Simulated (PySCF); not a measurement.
The scaffold BH2-X carries different groups X. All species are isolated molecules in the gas phase. One relaxed conformer stands for each flexible species; it need not be the lowest. Strings in code marks are SMILES.

Level of theory: M06-2X/def2-TZVP (PySCF 2.14.0). Excitations are Tamm–Dancoff values on a coarser integration grid. The basis has no diffuse functions, so Rydberg states are missing or too high.

| species | S1 excitation (TDA) (eV) | T1 excitation (TDA) (eV) |
|---|---|---|
| X = methyl (`BC`) | 5.79 | 5.26 |
| X = methoxy | 6.39 | 5.94 |
| X = methoxycarbonyl | 5.01 | 4.34 |
| X = borono (`BB(O)O`) | 4.19 | 3.54 |
| X = carboxy (`BC(=O)O`) | 5.10 | 4.42 |
| X = chloro (`BCl`) | 5.08 | 4.74 |
